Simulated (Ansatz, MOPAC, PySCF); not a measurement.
Energy landscape of CH4B (anion, charge -1), singlet: twist about the double or partial double bond, both ends planar. Scanned: twist about the central bond. Other coordinates (C-B length, H-C-B angle, H-B-C angle, C-H length, B-H length) were minimised at PBE0/def2-TZVP. Each profile is relative to its own lowest point.

```
at / °      A      B      C
------  -----  -----  -----
0         0.0    0.0    0.0
7.50      2.0    2.3    1.5
15        7.9    9.2    6.3
22.50    17.8   20.5   14.0
30       31.4   36.2   24.5
37.50    48.5   56.1   37.7
45       68.9   79.8   53.2
52.50    92.2  106.9   70.5
60      117.8  136.9   89.1
67.50   145.2  169.2  107.9
75      173.4  202.6  125.2
82.50   199.4  235.4  138.5
90      220.6  261.4  143.9
```

Energies in kJ/mol.

Q: Assign the columns to these levels of theory: AM1, restricted, heats of formation (MOPAC 23.2.5); PySCF with restricted B3LYP/6-31G*, spherical d; unrestricted PBE/aug-cc-pVDZ (Ansatz, a quantum-chemistry and plane-wave program).

A: A is UKS-PBE/aug-cc-pVDZ; B is RKS-B3LYP/6-31G*; C is AM1.

Near 90° the triplet can lie below this singlet. The unrestricted determinant behind UKS-PBE/aug-cc-pVDZ is spin-contaminated on part of the scan (<S²> up to 0.3, against 0.00 for the pure state).
